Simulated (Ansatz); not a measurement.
Cl₂H₆N₂OSi₂ (`N[SiH2]O[Si](N)(Cl)Cl`). Total charge 0; spin multiplicity 1.

```xyz
13

N    -2.229    0.988   -0.480
Si   -1.572    0.109    0.818
O    -0.070   -0.540    0.544
Si    1.224   -0.265   -0.367
N     2.516   -1.170    0.223
Cl    0.929   -0.795   -2.317
Cl    1.545    1.772   -0.390
H    -1.899    1.914   -0.700
H    -2.600    0.525   -1.294
H    -1.436    1.023    1.974
H    -2.450   -1.048    1.098
H     2.690   -1.217    1.214
H     3.352   -1.296   -0.322
```

Task: Give the diagnostics of a CCSD(T)/def2-TZVPP run (frozen core, Ansatz 0.2.0). (An estimate is asked.)

Result: The calculation gave: T1 = 0.0101, largest single amplitude 0.013, largest double 0.023, (T) share of the correlation energy 3.8 %, 8 CCSD cycles. The RHF solution is stable towards an unrestricted one. T1 lies under the customary mark of 0.02 for closed shells.
